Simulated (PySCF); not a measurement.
BH₃, SMILES B. Heavy atoms are numbered as in [BH3:1]. Hydrogens are named by the atom that carries them.

The structure is a stationary point at PBE0-D3(BJ)/def2-TZVPD. The isomer is the one that the SMILES or the coordinates give; other isomers of the formula were not compared.

Calculation: KT2/pcSseg-2 in PySCF.

GIAO shieldings, no solvent; atoms alike by connectivity are averaged. δ = σ(ref) − σ: ¹¹B against BF3 (σ = 89.2 ppm); ¹H against TMS (σ = 31.47 ppm), references at their B3LYP-D3(BJ)/def2-TZVP geometries, non-relativistic.

Computed chemical shifts:
| nucleus | atoms | count | δ (ppm) |
|---|---|---|---|
| ¹¹B | B1 (BH3) | 1 | 84.1 |
| ¹H | H on B1 | 3 | 8.30 |
